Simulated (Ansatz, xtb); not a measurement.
# A geometry optimisation of ClCuH3Si2+ with r2SCAN-D4/def2-SVP

The starting geometry of this gas-phase singlet has its atoms placed at random.

```xyz
7

Cl   -1.2294    1.0495   -1.0372
Cu    0.9249   -0.0433    0.5834
Si   -0.4976   -1.9846   -0.0303
Si   -0.1870    1.5455    1.4742
H     0.8615    0.8169   -1.4459
H     0.4156    1.5217    0.3961
H    -1.5742   -0.4131   -0.8546
```

Task: Guess where an optimisation with r2SCAN-D4/def2-SVP ends from this start.

Result: It ends as a structure with Cl1 bridging Si4 and Si3, H5 bridging Si3 and Cu2, H6 bridging Cu2 and Si4, given below by its coordinates. Distances that change by over a tenth: Cu2–Si4 (2.13 → 2.54 Å), Si4–H6 (1.24 → 1.66 Å). Contacts that open: Cl1–H7 (1.51 → 3.06 Å). Contacts that close: Cl1–Si3 (3.28 → 2.15 Å), Cu2–H5 (2.21 → 1.90 Å), Si3–Si4 (3.85 → 2.42 Å), Si3–H5 (3.42 → 1.56 Å), Si3–H7 (2.08 → 1.48 Å).

The energy falls by 9.28 eV over 26 steps:

| step | E − E(last) (eV) |
| --- | --- |
| 1 | 9.281 |
| 4 | 4.559 |
| 7 | 3.201 |
| 9 | 2.536 |
| 12 | 1.104 |
| 15 | 0.205 |
| 18 | 0.009 |
| 20 | 0.005 |
| 23 | 0.000 |
| 26 | 0.000 |

Final geometry (Å):

```xyz
7

Cl   -1.4535    1.5421   -0.9261
Cu    1.4042    0.5222    0.1140
Si   -0.6020   -0.3856   -0.4808
Si   -0.6869    1.0703    1.4446
H     0.6762   -0.4053   -1.3785
H     0.8451    1.6624    1.1861
H    -1.4693   -1.5133   -0.8736
```

From the same start GFN2-xTB ends elsewhere, differing in Cl1–Si3 (3.96 against 2.15 Å here), Cu2–Si4 (4.39 against 2.54 Å here), Cu2–H6 (4.88 against 1.66 Å here), Si3–H5 (3.89 against 1.56 Å here).

From so rough a start the end depends on the optimiser's path, so another program may land elsewhere. No frequencies were run, so the end isn't proven a minimum. Run with Ansatz 0.2.0, 76 s on 1 thread of Intel(R) Xeon(R) 6975P-C (Granite Rapids) (shared host).
